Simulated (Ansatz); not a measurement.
Consider the ligand exchange at the Si–C bond: `B[SiH](C)C` + `C=N` → `B[SiH](C)N=C` + CH₄.

Isolated molecules relaxed with PBE0-D4/def2-TZVP in Ansatz; ΔE leaves out vibrations. CCSD(T)/CBS adds triple-zeta CCSD(T) − MP2 to the extrapolated MP2 energy (def2 sets, frozen cores). This one scheme is used for every species. Functionals use def2-TZVPP. B3LYP here is the variant with VWN-RPA as its local correlation; programs differ in this. Each species was taken in one conformer, which may not be the lowest.

| level | ΔE (kcal/mol) | difference from CCSD(T)/CBS |
| --- | --- | --- |
| B3LYP-D4 | -12.8 | -1.5 |
| ωB97X-V | -11.3 | 0.0 |
| B2PLYP | -12.5 | -1.2 |
| HF/def2-TZVPP | -13.2 | -1.9 |
| CCSD/def2-TZVPP | -11.1 | 0.2 |
| CCSD(T)/def2-TZVPP | -11.1 | 0.2 |
| HF/def2-QZVPP | -13.3 | -2.0 |
| MP2/def2-QZVPP | -12.5 | -1.2 |
| SCS-MP2/def2-QZVPP | -12.4 | -1.1 |
| HF/CBS(def2) | -13.3 | -2.0 |
| CCSD(T)/CBS | -11.3 | 0 |

Largest T1 diagnostic among the species: 0.012.

In def2-TZVPP, CCSD(T) changes the Hartree–Fock value by +2.0 kcal/mol (the triples alone add −0.0 kcal/mol) and MP2 by +0.8 kcal/mol.
